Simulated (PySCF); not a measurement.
# PySCF run on Be2

The script input.py:

```python
from pyscf import gto, scf

mol = gto.M(
    atom='Be 0 0 0; Be 0 0 2.016',
    basis='cc-pvtz',
    charge=0,
    spin=0,
    verbose=4,
)
mf = scf.RHF(mol)
mf.kernel()
mf.dip_moment()
print('orbital energies (hartree):', mf.mo_energy[..., max(0, mol.nelec[1]-3):mol.nelec[0]+3].round(4))
```

```bash
$ OMP_NUM_THREADS=1 python input.py
```

The log (some set-up lines removed):

```
PySCF version 2.14.0

[INPUT] Symbol           X                Y                Z      unit          X                Y                Z       unit  Magmom
[INPUT]  1 Be     0.000000000000   0.000000000000   0.000000000000 AA    0.000000000000   0.000000000000   0.000000000000 Bohr   0.0
[INPUT]  2 Be     0.000000000000   0.000000000000   2.016000000000 AA    0.000000000000   0.000000000000   3.809687867123 Bohr   0.0

nuclear repulsion = 4.19981913428571
number of shells = 18
number of NR pGTOs = 86
number of NR cGTOs = 60
basis = cc-pvtz
ecp = {}

******** <class 'pyscf.scf.hf.RHF'> ********
method = RHF
initial guess = minao
damping factor = 0
level_shift factor = 0
DIIS = <class 'pyscf.scf.diis.CDIIS'>
SCF conv_tol = 1e-09
SCF max_cycles = 50
Initial guess from minao.
init E= -29.372850435914
  HOMO = -0.150103952436568  LUMO = 0.00983599204560484  gap/eV = 4.35219
cycle= 1 E= -29.1000941929743  delta_E= 0.273  |g|= 0.0938  |ddm|= 1.15
  HOMO = -0.237110402081847  LUMO = -0.00257504634056699  gap/eV = 6.38203
cycle= 2 E= -29.1094751905625  delta_E= -0.00938  |g|= 0.0358  |ddm|= 0.246
  HOMO = -0.225583706616728  LUMO = 0.0103983285186975  gap/eV = 6.42140
cycle= 3 E= -29.110778422893  delta_E= -0.0013  |g|= 0.0147  |ddm|= 0.113
  HOMO = -0.223281323022884  LUMO = 0.00932901338231927  gap/eV = 6.32965
cycle= 4 E= -29.1110989369792  delta_E= -0.000321  |g|= 0.00145  |ddm|= 0.0613
  HOMO = -0.223360935675245  LUMO = 0.00833560537636759  gap/eV = 6.30478
cycle= 5 E= -29.1111029861448  delta_E= -4.05e-06  |g|= 9.93e-05  |ddm|= 0.0219
  HOMO = -0.223378423583994  LUMO = 0.00833380087563387  gap/eV = 6.30521
cycle= 6 E= -29.1111029975401  delta_E= -1.14e-08  |g|= 1.28e-05  |ddm|= 0.00549
  HOMO = -0.223373432866022  LUMO = 0.00833324425022293  gap/eV = 6.30506
cycle= 7 E= -29.1111029977702  delta_E= -2.3e-10  |g|= 1.78e-06  |ddm|= 0.00108
  HOMO = -0.22337351560532  LUMO = 0.00833350883607906  gap/eV = 6.30507
Extra cycle  E= -29.1111029977742  delta_E= -3.96e-12  |g|= 5.54e-07  |ddm|= 0.00011
converged SCF energy = -29.1111029977742
Dipole moment(X, Y, Z, Debye): -0.00000,  0.00000,  0.00000
orbital energies (hartree): [-4.7276 -0.4371 -0.2234  0.0083  0.01    0.01  ]
```

In short: E(SCF) = -29.111103 Eh, 7 cycles, μz(SCF) = 0.00 D.

Run time: 0.77 s on 1 thread of Arm Neoverse V1 (shared host).

Stability towards an unrestricted solution was not tested. The bond length is a typed value, not an optimised one.
